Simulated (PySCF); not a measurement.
Harmonic spectrum computed at PBE0 in the def2-TZVP basis family (core potentials from Rb on, PySCF, no spin–orbit coupling):

```
ω (cm⁻¹)  IR (km/mol)
     249         37.4
     303         39.6
     305         17.5
     735          103
     986         27.9
    1112         88.0
```

Q: Which molecule gave it? In each, all ligands are bound to the one heavy central atom.
A. CoO₂F (triplet)
B. SbO₂F (singlet)
C. AsO₂F (singlet)
D. TaO₂F (singlet)

A: C. It has C2v symmetry with As–F 1.699 Å, As–O 1.594 Å (×2).
